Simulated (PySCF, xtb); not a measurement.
Bi(Me)(OH)2 (CH5BiO2), SMILES [CH3][Bi]([OH])[OH].

GFN2-xTB (xtb) at its own geometry gives an orbital gap of 6.53 eV and a dipole moment of 2.72 D.

Geometry: B3LYP-D3(BJ)/def2-SVP. The structure was generated by enumeration; whether it is a known compound was not checked. The def2 effective core potentials stand for the cores of Bi; spin–orbit coupling is left out. The values are those of a single conformer.

Q: What does HF/def2-TZVP (PySCF) give? (An estimate is asked for; the answer gives what the named calculation found.)

A: gap 12.15 eV (levels -10.15 and 2.00 eV), dipole 3.38 D.
